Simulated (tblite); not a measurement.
Record of a relaxation.

Species: C3H10B2OS.
SMILES with atom numbers: `[BH2:1][S:2][BH:3][O:4][CH2:5][CH2:6][CH3:7]` (hydrogens: H8, H9 on B1; H10 on B3; H11, H12 on C5; H13, H14 on C6; H15, H16, H17 on C7)

Computed with GFN2-xTB (tblite), gas phase: L-BFGS steps from a force-field or distance-geometry start until the largest atomic force falls under 0.01 eV/Å. 4 of its 193 geometries are shown.

Step 0: E = -580.4123 eV, largest atomic force 4.190 eV/Å
```
atom  x, y, z in Å  |  force x, y, z in eV/Å
B1      3.482    0.820    0.535   -1.116  -1.343   1.428
S2      3.264   -1.000    0.057   -0.255   1.328   0.083
B3      1.467   -1.383   -0.261   -0.594   3.473   0.711
O4      0.425   -0.485    0.307    3.049  -2.720  -0.926
C5     -0.783   -0.953   -0.211   -0.493   0.448  -1.343
C6     -1.986   -0.179    0.245   -1.417   0.070   1.016
C7     -1.899    1.302   -0.130    0.756   0.236   0.082
H8      4.502    1.243    0.965   -0.152  -0.424  -0.784
H9      2.492    1.347    0.971    0.490  -0.214  -0.802
H10     1.200   -1.976   -1.256    0.243  -0.265   0.802
H11    -0.858   -2.022    0.009   -0.408   0.058  -0.224
H12    -0.700   -0.744   -1.318   -0.427  -0.734   0.549
H13    -2.885   -0.591   -0.246    0.408  -0.164   0.139
H14    -2.166   -0.301    1.337    0.303   0.069  -0.551
H15    -0.957    1.395   -0.710   -0.578   0.507   0.483
H16    -2.726    1.585   -0.782    0.117   0.113   0.227
H17    -1.878    1.953    0.775    0.073  -0.438  -0.892
```

Step 64: E = -581.9365 eV, largest atomic force 0.093 eV/Å
```
atom  x, y, z in Å  |  force x, y, z in eV/Å
B1      2.962    0.761    0.719   -0.049  -0.011   0.006
S2      3.218   -0.823   -0.013    0.004   0.046  -0.020
B3      1.558   -1.430   -0.483    0.018  -0.069  -0.059
O4      0.514   -0.665   -0.234   -0.003   0.035   0.055
C5     -0.849   -0.966   -0.464    0.016   0.010   0.005
C6     -1.714   -0.073    0.425    0.004   0.000  -0.024
C7     -1.705    1.368   -0.073   -0.004   0.005   0.011
H8      3.902    1.350    1.083    0.006  -0.028  -0.010
H9      1.879    1.182    0.831    0.028   0.036   0.011
H10     1.516   -2.489   -0.998   -0.040   0.014   0.053
H11    -1.035   -2.026   -0.254    0.010   0.011  -0.035
H12    -1.073   -0.766   -1.518   -0.004  -0.061  -0.014
H13    -2.736   -0.455    0.422   -0.001  -0.039   0.010
H14    -1.331   -0.129    1.446    0.003   0.038  -0.018
H15    -0.683    1.718   -0.200   -0.029  -0.018   0.019
H16    -2.218    1.429   -1.032    0.047   0.048   0.012
H17    -2.211    2.024    0.631   -0.005  -0.016  -0.003
```

Step 128: E = -581.9609 eV, largest atomic force 0.026 eV/Å
```
atom  x, y, z in Å  |  force x, y, z in eV/Å
B1      2.930    0.826    0.621    0.009  -0.002  -0.004
S2      3.185   -0.761   -0.097    0.017  -0.006   0.015
B3      1.512   -1.466   -0.317   -0.005  -0.003   0.011
O4      0.509   -0.619   -0.430   -0.019   0.016   0.008
C5     -0.853   -0.944   -0.609   -0.013   0.001   0.000
C6     -1.716   -0.122    0.349   -0.002   0.003   0.006
C7     -1.637    1.365    0.028    0.000   0.006   0.011
H8      3.877    1.483    0.804   -0.003  -0.001   0.003
H9      1.862    1.175    0.936    0.001   0.000  -0.018
H10     1.410   -2.637   -0.385    0.003   0.005  -0.002
H11    -1.008   -2.018   -0.449    0.000  -0.013  -0.005
H12    -1.112   -0.701   -1.646   -0.010  -0.004  -0.007
H13    -2.748   -0.469    0.270    0.008  -0.016  -0.006
H14    -1.375   -0.300    1.371    0.015  -0.004  -0.008
H15    -0.600    1.692    0.037    0.000   0.009   0.000
H16    -2.054    1.564   -0.957    0.006   0.011   0.003
H17    -2.189    1.944    0.763   -0.008  -0.003  -0.005
```

Step 192: E = -581.9818 eV, largest atomic force 0.009 eV/Å
```
atom  x, y, z in Å  |  force x, y, z in eV/Å
B1      3.120    0.859    0.267   -0.001   0.000   0.001
S2      3.015   -0.851    0.684    0.006  -0.005  -0.001
B3      1.357   -1.407    0.158    0.001   0.005   0.003
O4      0.547   -0.540   -0.421   -0.004  -0.004  -0.001
C5     -0.780   -0.807   -0.823   -0.003  -0.002   0.001
C6     -1.770   -0.253    0.201    0.001   0.004   0.000
C7     -1.703    1.267    0.289    0.004   0.005   0.006
H8      4.116    1.406    0.529    0.000   0.001   0.000
H9      2.224    1.404   -0.245   -0.007   0.004  -0.003
H10     1.085   -2.535    0.359    0.000  -0.001  -0.001
H11    -0.926   -1.888   -0.941   -0.001   0.003  -0.001
H12    -0.923   -0.316   -1.792    0.004  -0.004   0.006
H13    -2.775   -0.570   -0.084    0.003   0.002  -0.004
H14    -1.538   -0.690    1.175   -0.003  -0.001  -0.003
H15    -0.691    1.585    0.524   -0.001  -0.008  -0.003
H16    -1.996    1.716   -0.658    0.005  -0.002   0.001
H17    -2.370    1.632    1.066   -0.005   0.002   0.000
```

Q: Summarise the path.

A: The energy falls by 151.43 kJ/mol from step 0 to step 192; nine tenths of that is first reached at step 31. It rises by more than 0.2 meV at step 142. The largest force goes from 4.190 to 0.009 eV/Å. Among the bonds B3–O4 changes most, from 1.488 to 1.320 Å; the atoms move by 0.822 Å rms after alignment.

What follows is the cost of the whole relaxation. The run took 0.66 s wall on one thread, AMD EPYC 9R45 (x86_64), no GPU, on a shared host.
